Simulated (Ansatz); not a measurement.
Species: C$_{2}$H$_{9}$BO$_{3}$Si, net charge 0, singlet state. 
Structure (B3LYP-D3(BJ)/def2-TZVP (Ansatz, an electronic-structure program) minimum search):
```xyz
16

C     -2.1160     1.4315     0.5494
Si    -1.0514     0.4086    -0.5868
C     -1.6124    -1.3796    -0.6030
O      0.5164     0.5360    -0.0881
B      1.5976    -0.2088     0.3111
O      2.7790     0.4106     0.6064
O      1.5813    -1.5717     0.4450
H     -3.1568     1.4246     0.2168
H     -1.7774     2.4690     0.5722
H     -2.0850     1.0438     1.5703
H     -1.1140     0.9458    -1.9672
H     -1.5884    -1.8230     0.3963
H     -1.0070    -1.9923    -1.2758
H     -2.6445    -1.4422    -0.9569
H      2.7237     1.3630     0.4883
H      0.7376    -1.9756     0.2302
```
Charge 0, spin multiplicity 1.

Atomisation energy built up term by term with Ansatz (kcal/mol; UHF references for open shells; valence terms freeze the core; atomic spin-orbit terms are left out). CBS(X,Y): correlation extrapolated as X^-3; Hartree-Fock from the larger set.

```json
[
 {"term": "Hartree-Fock", "basis": "cc-pV(Q+d)Z", "kcal/mol": "1178.21"},
 {"term": "CCSD correlation", "basis": "CBS(cc-pV(T+d)Z,cc-pV(Q+d)Z)", "kcal/mol": "373.95"},
 {"term": "(T)", "basis": "CBS(cc-pV(T+d)Z,cc-pV(Q+d)Z)", "kcal/mol": "23.11"},
 {"term": "core correlation", "basis": "cc-pwCVTZ", "kcal/mol": "5.04"},
 {"term": "scalar relativity (X2C)", "basis": "cc-pVTZ-DK against cc-pVTZ", "kcal/mol": "-2.09"},
 {"term": "sum: De", "basis": "", "kcal/mol": "1578.2"}
]
```

(T) makes 1.5 % of the CCSD(T) atomisation energy; under 5 % is typical of single-reference molecules.
